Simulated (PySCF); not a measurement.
Isomers of C5H7NSi, mass 109.035 u with the commonest isotopes. The calculation used CAM-B3LYP/def2-SVPD in PySCF (dipole) on a GFN2-xTB geometry, gas phase. One conformer each, none proved a minimum here; rigid rotors.

Question: Order these by rotational constant C, smallest first.
A. `C=C1C[C@@H](C#N)[SiH2]1`
B. `[CH2:1]=[CH:2]/[C:3]([C:4]#[N:5])=[CH:6]/[SiH3:7]` with C1–C2–C3–C4 0°
C. `[CH:1]#[C:2][CH2:3][Si@H:4]([CH3:5])[C:6]#[N:7]` with C2–C3–Si4–C5 -60°

Answer: C (985.5 MHz), B (1012 MHz), A (1248 MHz).

Question: Order these by rotational constant B, largest first.
A. `[CH:1]#[C:2][CH2:3][Si@H:4]([CH3:5])[C:6]#[N:7]` with C2–C3–Si4–C5 -60°
B. `C=C1C[C@@H](C#N)[SiH2]1`
C. `[CH2:1]=[CH:2]/[C:3]([C:4]#[N:5])=[CH:6]/[SiH3:7]` with C1–C2–C3–C4 0°

Answer: B (1503 MHz), C (1339 MHz), A (1171 MHz).

Question: Order these by out-of-plane moment Σ m c² = (Ia + Ib − Ic)/2, largest first.
A. `[CH:1]#[C:2][CH2:3][Si@H:4]([CH3:5])[C:6]#[N:7]` with C2–C3–Si4–C5 -60°
B. `[CH2:1]=[CH:2]/[C:3]([C:4]#[N:5])=[CH:6]/[SiH3:7]` with C1–C2–C3–C4 0°
C. `C=C1C[C@@H](C#N)[SiH2]1`

Answer: C (23.13 u·Å²), A (17.04 u·Å²), B (2.90 u·Å²).

```csv
SMILES,point group,Ia (u·Å²),Ib (u·Å²),Ic (u·Å²),κ,μa (D),μb (D),μc (D)
C#CC[Si@H](C)C#N,C1,115.18,431.72,512.82,-0.89,3.15,1.56,0.30
C=C1C[C@@H](C#N)[SiH2]1,C1,114.93,336.35,405.03,-0.84,4.27,0.51,1.76
C=C/C(C#N)=C/[SiH3],near Cs,127.65,377.40,499.26,-0.78,0.09,3.65,0.00
```
